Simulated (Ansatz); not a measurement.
Geometry optimisation, Ansatz 0.2.0, UKS BLYP/def2-SVP.

The input (input.yaml):

```yaml
crystal:
  periodic: [false, false, false]
  atoms:
    - { symbol: O, position_ang: [-0.286, -1.3986, -0.5846] }
    - { symbol: B, position_ang: [-0.0928, -0.0232, -0.0567] }
    - { symbol: F, position_ang: [-1.0883, 1.034, -0.2778] }
    - { symbol: Cl, position_ang: [1.5227, 0.3275, 0.8988] }
magnetization:
  spin_polarized: true
  initial_magnetization: 1
basis:
  gaussian: { orbitals: def2-SVP }
hamiltonian:
  xc: blyp
relax:
  f_tol: 0.02
  max_steps: 40
```

Launched with:

```bash
$ ansatz run input.yaml --threads 1 --pin off --max-ram 2048MiB --backend cpu --events-out ev --progress --plain --runs-dir out
```

Task: Where does it end, and by what steps?

Result: The forces met the threshold. After 5 steps the energy has fallen by 0.953 eV; O1 moved furthest, 0.17 Å.

| step | energy less start (eV) | largest force component (eV/Å) | accepted |
| --- | --- | --- | --- |
| 0 | 0.0000 | 4.299 | yes |
| 1 | -0.7625 | 2.311 | yes |
| 2 | -0.6970 | 1.891 | no |
| 3 | -0.9464 | 0.312 | yes |
| 4 | -0.9519 | 0.099 | yes |
| 5 | -0.9529 | 0.005 | yes |

```xyz
4
Properties=species:S:1:pos:R:3
O -0.208 -1.266 -0.502
B -0.129 -0.012 -0.080
F -1.016 0.961 -0.259
Cl 1.409 0.256 0.821
```

Run time: 13 s on 1 thread of Arm Neoverse V2, with other jobs on the host, peak memory 0.14 GiB.
